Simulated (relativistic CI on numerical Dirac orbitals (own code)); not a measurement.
## d8 in a ligand field

Computed with a parametric ligand-field model of a d^n configuration (Racah B and C, spin-orbit zeta, crystal field), exact diagonalisation.

Field parameters in Wybourne normalisation: Oh B⁴₀ = 21Dq, B⁴₄ = √(5/14) B⁴₀. The field is a parameter set, without covalency.

Task: Ground term and bands for B = 680, C = 2470, ζ = 0 cm⁻¹, Oh, 10Dq = 37600 cm⁻¹?

Result: Ground term 3A2 with 2.00 electrons in the two orbitals of the cubic e set. Spin-allowed: 3T2 37600 cm⁻¹ (266 nm), 3T1 45240 cm⁻¹ (221 nm), 3T1 77760 cm⁻¹ (129 nm). Lowest spin-forbidden: 1E 10307 cm⁻¹ (970 nm), 1A1 19662 cm⁻¹ (509 nm), 1T2 47836 cm⁻¹ (209 nm). With an A2 ground term the first spin-allowed band lies at |10Dq| itself.

Task: Ground term and bands for B = 980, C = 4720, ζ = 0 cm⁻¹, Oh, 10Dq = 5200 cm⁻¹?

Result: Ground term 3A2 with 2.00 electrons in the two orbitals of the cubic e set. Spin-allowed: 3T2 5200 cm⁻¹ (1923 nm), 3T1 8998 cm⁻¹ (1111 nm), 3T1 21302 cm⁻¹ (469 nm). Lowest spin-forbidden: 1E 16344 cm⁻¹ (612 nm), 1T2 20979 cm⁻¹ (477 nm), 1A1 24643 cm⁻¹ (406 nm). With an A2 ground term the first spin-allowed band lies at |10Dq| itself.

Task: Ground term and bands for B = 520, C = 1940, ζ = 0 cm⁻¹, Oh, 10Dq = 4400 cm⁻¹?

Result: Ground term 3A2 with 2.00 electrons in the two orbitals of the cubic e set. Spin-allowed: 3T2 4400 cm⁻¹ (2273 nm), 3T1 7377 cm⁻¹ (1356 nm), 3T1 13623 cm⁻¹ (734 nm). Lowest spin-forbidden: 1E 7704 cm⁻¹ (1298 nm), 1T2 11851 cm⁻¹ (844 nm), 1A1 12591 cm⁻¹ (794 nm). With an A2 ground term the first spin-allowed band lies at |10Dq| itself.

Task: Ground term and bands for B = 870, C = 3800, ζ = 0 cm⁻¹, Oh, 10Dq = 16950 cm⁻¹?

Result: Ground term 3A2 with 2.00 electrons in the two orbitals of the cubic e set. Spin-allowed: 3T2 16950 cm⁻¹ (590 nm), 3T1 25019 cm⁻¹ (400 nm), 3T1 38881 cm⁻¹ (257 nm). Lowest spin-forbidden: 1E 14301 cm⁻¹ (699 nm), 1A1 24902 cm⁻¹ (402 nm), 1T2 31014 cm⁻¹ (322 nm). With an A2 ground term the first spin-allowed band lies at |10Dq| itself.

Task: Ground term and bands for B = 960, C = 4120, ζ = 0 cm⁻¹, Oh, 10Dq = 4200 cm⁻¹?

Result: Ground term 3A2 with 2.00 electrons in the two orbitals of the cubic e set. Spin-allowed: 3T2 4200 cm⁻¹ (2381 nm), 3T1 7327 cm⁻¹ (1365 nm), 3T1 19673 cm⁻¹ (508 nm). Lowest spin-forbidden: 1E 14859 cm⁻¹ (673 nm), 1T2 18491 cm⁻¹ (541 nm), 1A1 22597 cm⁻¹ (443 nm). With an A2 ground term the first spin-allowed band lies at |10Dq| itself.
